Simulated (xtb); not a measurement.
Species: H₃Sn, SMILES `[SnH3]` (charge 0, multiplicity 2).

### Question
Give a relaxed geometry from GFN2-xTB in xtb 6.7.1.

### Answer
the end point of this relaxation (outside a Z-matrix the atoms follow the SMILES, hydrogens last).
Z-matrix (Å, degrees):
```
Sn
H 1 1.7944
H 1 1.7944 2 101.39
H 1 1.7945 2 101.34 3 104.18
```
